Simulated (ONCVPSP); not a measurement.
**Transferability test, ONCV potential for Cr**

ONCVPSP 4.0.1 input, shortened (lines: element, Z, core and valence counts, functional; n l f; lmax; l rc ep ncon nbas qcut; lloc lpopt rc5 dvloc0; l nproj debl; icmod fcfact rcfact), PBE, scalar-relativistic:

```
  Cr 24.00    4    3        4      upf
    1    0    2.00
    2    0    2.00
    2    1    6.00
    3    0    2.00
    3    1    6.00
    3    2    5.00
    4    0    1.00
    2
    0    2.75    0.00    4    7    3.00
    1    1.30    0.00    4    7   13.30
    2    1.90    0.00    3    7    9.50
    4    1    1.25    0.00
    0    2    2.20
    1    2    2.80
    2    1    3.00
    4    0.70    0.00
```

Energies are relative to the spin-unpolarised reference configuration 3p6 3d5 4s1; without spin polarisation the order of configurations can differ from experiment. Not all tests gave a result: 1 of 4 tests not solved or not reliable.

```csv
valence configuration,charge,ΔE all-electron (eV),error AE − PS (meV)
3p6 3d5 4s0,+1,6.902,-9.4
3p6 3d4 4s0,+2,22.954,-6.5
3p6 3d5 4s0.5,+0.5,2.707,-1.6
```

Note: no bound ghost flagged; GHOST(+) flagged for s at 17.2 eV.
